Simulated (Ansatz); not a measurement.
Consider the redistribution: `[OH][Ti]([F])([Cl])[Cl]` + `[NH2][Hf]([NH2])([OH])[F]` → `[NH2][Ti]([OH])([F])[Cl]` + `[NH2][Hf]([OH])([F])[Cl]`.

Program: Ansatz. Geometries: PBE0-D4/def2-TZVP. ΔE: electronic, gas phase. CCSD(T)/CBS adds triple-zeta CCSD(T) − MP2 to the extrapolated MP2 energy (def2 sets, frozen cores). Functionals use def2-TZVPP. Elements past krypton have def2 core potentials. For Hf, Ti outer-core shells are correlated without core-valence functions, which leaves a few kJ/mol of doubt a bond. Scalar relativity is left out up to krypton. One conformer a species, not always the lowest.

```
        level  ΔE (eV)
    r2SCAN-D4    -0.34
   r2SCAN0-D4    -0.39
      ωB97X-V    -0.41
          PBE    -0.32
       revPBE    -0.32
         BLYP    -0.31
      r2SCAN0    -0.39
CCSD/def2-SVP    -0.49
```

(1) What does CCSD(T)/CBS give? (Best estimate.)

Largest T1 diagnostic among the species: 0.024, so the coupled-cluster value is less sure than usual.

Results:

(1) The calculation gave: -0.39 eV. The listed levels differ from it by 0.05, 0.00, -0.02, 0.07, 0.07, 0.08, 0.00, -0.10 eV.

At CCSD(T), def2-SVP lies −0.03 eV from the extrapolated value and def2-TZVPP +0.01 eV. From BLYP to BHLYP (50 % exact exchange), in def2-TZVPP and without D4, ΔE moves by −0.11 eV.
